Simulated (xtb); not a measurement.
C2H9BN2O, SMILES CCNB(N)O. All values are semi-empirical tight-binding results from xtb (GFN2-xTB unless named), good for trends rather than for accurate numbers. Geometry optimised at GFN2-xTB. This is a generated structure with no PubChem entry under its InChIKey; it may be hypothetical. The values are those of a single conformer.

Computed properties:
orbital gap: 7.15 eV
dipole moment: 1.69 D
zero-point energy: 78.5 kcal/mol
G − E(el) at 298.15 K (modified RRHO): 58.5 kcal/mol
static polarisability (D4 model): 62.6 bohr³
solvation energy, GFN2-xTB/ALPB(water): -6.6 kcal/mol
solvation energy, GFN2-xTB/ALPB(chcl3): -6.3 kcal/mol

Problem. Give the IR lines (harmonic; lines under 4 % of the strongest left out, lines within 3 cm⁻¹ merged). (The exact figures need the calculation; the answer reports its results.)

Solution. ν (cm⁻¹): 244 (m), 424 (m), 471 (w), 488 (m), 534 (s), 778 (w), 980 (m), 1068 (w), 1148 (w), 1241 (m), 1261 (s), 1329 (w), 1387 (m), 1431 (vs), 1482 (w), 1524 (s), 2905 (m), 2968 (w), 3032 (w), 3035 (w), 3045 (w) (against the strongest line: vs over 80 %, s over 45 %, m over 15 %, w over 4 %, vw less)
